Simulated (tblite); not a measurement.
Compound: C3H7FOSi.
SMILES with atom numbers: `[F:1][CH2:2]/[CH:3]=[CH:4]\[O:5][SiH3:6]` (hydrogens: H7, H8 on C2; H9 on C3; H10 on C4; H11, H12, H13 on Si6)

Computed with GFN2-xTB (tblite), gas phase: Langevin dynamics at 600 K from the optimised GFN2-xTB geometry, time step 0.5 fs, friction 0.01 fs⁻¹, 2000 steps.

Start geometry:
```
atom  x, y, z in Å
F1     -2.826   -1.345   -0.905
C2     -1.940   -0.296   -0.798
C3     -1.369   -0.230    0.581
C4     -0.098    0.059    0.829
O5      0.781    0.348   -0.146
Si6     2.410    0.397   -0.181
H7     -1.155   -0.455   -1.544
H8     -2.509    0.610   -1.041
H9     -2.046   -0.441    1.392
H10     0.283    0.097    1.843
H11     2.919    1.246    0.899
H12     2.586    0.961   -1.508
H13     2.957   -0.952   -0.024
```

The statistics below take the 31 frames saved every 25 fs from 250 to 1000 fs; their kinetic temperature (all 3N coordinates) averages 587 K.

Question: Give the mean, spread and extremes of the bond lengths.

Answer: 
```csv
bond,start (Å),mean (Å),standard deviation (Å),shortest (Å),longest (Å)
F1–C2,1.377,1.391,0.045,1.309,1.490
C2–C3,1.494,1.492,0.048,1.404,1.601
C3=C4,1.326,1.334,0.028,1.267,1.383
C4–O5,1.344,1.361,0.038,1.294,1.456
O5–Si6,1.631,1.642,0.033,1.569,1.706
C2–H7,1.094,1.103,0.042,1.030,1.188
C2–H8,1.098,1.111,0.042,1.043,1.220
C3–H9,1.077,1.086,0.032,1.016,1.172
C4–H10,1.084,1.087,0.037,1.018,1.139
Si6–H11,1.464,1.493,0.078,1.346,1.625
Si6–H12,1.452,1.471,0.041,1.396,1.564
Si6–H13,1.464,1.469,0.045,1.357,1.555
```

Question: Give the same statistics for bond angles, one of each kind among heavy atoms.

Answer: 
| angle | start (°) | mean (°) | standard deviation (°) | smallest (°) | largest (°) |
| --- | --- | --- | --- | --- | --- |
| F1–C2–C3 | 110.6 | 110.1 | 4.9 | 98.4 | 121.8 |
| C2–C3–C4 | 123.3 | 123.6 | 5.4 | 108.8 | 134.5 |
| C3–C4–O5 | 122.5 | 122.9 | 4.4 | 114.6 | 133.6 |
| C4–O5–Si6 | 132.5 | 129.8 | 7.8 | 117.6 | 150.3 |

Question: How far does each atom move about its mean position (frames aligned on the start, all atoms weighted alike), and what rms force does it feel?

Answer: 
```csv
atom,rms displacement (Å),rms force (eV/Å)
F1,0.77,1.28
C2,0.17,2.76
C3,0.22,2.82
C4,0.25,2.56
O5,0.46,1.90
Si6,0.16,2.05
H7,0.65,1.30
H8,0.56,1.22
H9,0.50,1.19
H10,0.43,1.39
H11,1.16,1.44
H12,1.09,0.83
H13,0.91,1.02
```

The displacements run from 0.16 to 1.16 Å, the largest at H11.

Question: Follow the torsions F1–C2–C3–C4 and C3–C4–O5–Si6 through every second one of these frames.

Answer: 
```tsv
t (fs)	F1–C2–C3–C4 (°)	C3–C4–O5–Si6 (°)
250	141	145
300	128	142
350	105	122
400	130	160
450	150	-154
500	160	-133
550	163	-141
600	154	-175
650	151	153
700	146	135
750	137	153
800	110	168
850	88	-170
900	88	-139
950	61	-124
1000	58	-109
```

Largest departure from the start value over all these frames: F1–C2–C3–C4 84° (start 140°), C3–C4–O5–Si6 85° (start -164°).

Question: How widely does the potential energy scatter, against a harmonic estimate?

Answer: Mean 0.77 eV above the start, standard deviation 0.156 eV, range 0.47 to 1.11 eV. For 33 classical harmonic modes at 600 K the canonical values are 33kT/2 = 0.85 eV and kT·√(33/2) = 0.210 eV.

The run is classical and short, so these are rough statistics of one trajectory.

What follows is the cost of the whole dynamics run. The run took 29 s wall on Intel Xeon at 2.50 GHz, one thread, shared host with 64 logical CPUs at a one-minute load of 55, and the process peaked at 0.18 GiB of memory.
